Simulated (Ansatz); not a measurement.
`O[SiH2]S[SiH3]` + `[NH2][ZnH]` → `O[SiH2][NH][ZnH]` + `[SiH3]S`  (ligand exchange at the Si–S bond)

Computed with Ansatz on PBE0-D4/def2-TZVP structures; ΔE is electronic, products minus reactants. CCSD(T)/CBS adds triple-zeta CCSD(T) − MP2 to the extrapolated MP2 energy (def2 sets, frozen cores). DFT in def2-TZVPP. B3LYP here is the variant with VWN-RPA as its local correlation; programs differ in this. For Zn outer-core shells are correlated without core-valence functions, which leaves a few kJ/mol of doubt a bond. Scalar relativity is left out up to krypton. Each species was taken in one conformer, which may not be the lowest.

Q: Is it downhill or uphill in electronic energy at CCSD(T)/CBS, and by how much? (An estimate is asked.)

A: The calculation gave: Downhill: ΔE = -14.7 kJ/mol.

Q: What do these levels give: PBE-D4, r2SCAN-D4, B3LYP-D4, ωB97M-V, B2PLYP, PBE, r2SCAN, PBE0, MP2/def2-TZVPP, HF/def2-QZVPP, MP2/CBS(def2), CCSD/CBS(def2)? (An estimate is asked.)

A: The calculation gave: PBE-D4 -0.5, r2SCAN-D4 -11.7, B3LYP-D4 -11.4, ωB97M-V -14.9, B2PLYP -15.1, PBE -2.2, r2SCAN -12.2, PBE0 -8.5, MP2/def2-TZVPP -13.1, HF/def2-QZVPP -30.7, MP2/CBS(def2) -8.8, CCSD/CBS(def2) -17.3 kJ/mol.

Largest T1 diagnostic among the species: 0.016.

In def2-TZVPP, CCSD(T) changes the Hartree–Fock value by +11.1 kJ/mol (the triples alone add +2.6 kJ/mol) and MP2 by +17.0 kJ/mol. From PBE to PBE0 (25 % exact exchange), in def2-TZVPP and without D4, ΔE moves by −6.3 kJ/mol.
